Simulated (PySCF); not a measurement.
CH₆GeO₂ (SMILES [CH3][GeH]([OH])[OH]), singlet, at a GFN2-xTB geometry; PySCF with HF/6-31G*, polarisability.

The PySCF input:
```python
from pyscf import gto, scf
from pyscf.prop import polarizability

mol = gto.M(
    atom='''
Ge   -0.05821140   -0.06444791    0.26411630
C     1.83662200   -0.34964103   -0.20976169
O    -1.16455684   -0.87343403   -0.84128046
O    -0.45218636    1.60672783    0.01682251
H    -0.45005586   -0.45007035    1.67961215
H     1.96753844   -0.20065397   -1.27837521
H     2.45787667    0.36794835    0.31451280
H     2.17277304   -1.34941884    0.04892178
H    -1.09207536   -1.82024130   -0.92120266
H    -1.27907838    1.74626505   -0.44095677
''',
    basis='6-31g*',
    verbose=3,
)

mf = scf.RHF(mol)
mf.kernel()
alpha = mf.Polarizability().polarizability()[2, 2]
print('alpha_zz =', alpha)
```

Problem. Write the output that PySCF gives for this input, abridged.

Solution. 
```
site-packages/pyscf/prop/efg/rhf.py:45: UserWarning: Module EFG is under testing
  warnings.warn('Module EFG is under testing')
site-packages/pyscf/prop/efg/dhf.py:30: UserWarning: Module EFG is under testing
  warnings.warn('Module EFG is under testing')
site-packages/pyscf/prop/zfs/uhf.py:40: UserWarning: Module ZFS is under testing
  warnings.warn('Module ZFS is under testing')
site-packages/pyscf/prop/gtensor/uhf.py:43: UserWarning: Module g-tensor is under testing
  warnings.warn('Module g-tensor is under testing')
site-packages/pyscf/prop/gtensor/uks.py:41: UserWarning: Module g-tensor is under testing
  warnings.warn('Module g-tensor is under testing')
site-packages/pyscf/prop/hfc/uks.py:35: UserWarning: Module HFC is under testing
  warnings.warn('Module HFC is under testing')
site-packages/pyscf/prop/magnetizability/rhf.py:39: UserWarning: Module magnetizability is under testing
  warnings.warn('Module magnetizability is under testing')
site-packages/pyscf/prop/magnetizability/uhf.py:37: UserWarning: Module magnetizability is under testing
  warnings.warn('Module magnetizability is under testing')
site-packages/pyscf/prop/magnetizability/rks.py:37: UserWarning: Module magnetizability is under testing
  warnings.warn('Module magnetizability is under testing')
site-packages/pyscf/prop/magnetizability/uks.py:39: UserWarning: Module magnetizability is under testing
  warnings.warn('Module magnetizability is under testing')
site-packages/pyscf/prop/polarizability/uhf.py:34: UserWarning: Module polarizability is under testing
  warnings.warn('Module polarizability is under testing')
site-packages/pyscf/prop/polarizability/rks.py:29: UserWarning: Module polarizability is under testing
  warnings.warn('Module polarizability is under testing')
site-packages/pyscf/prop/polarizability/uks.py:29: UserWarning: Module polarizability is under testing
  warnings.warn('Module polarizability is under testing')
converged SCF energy = -2266.194364087
alpha_zz = 34.57949836457632
```
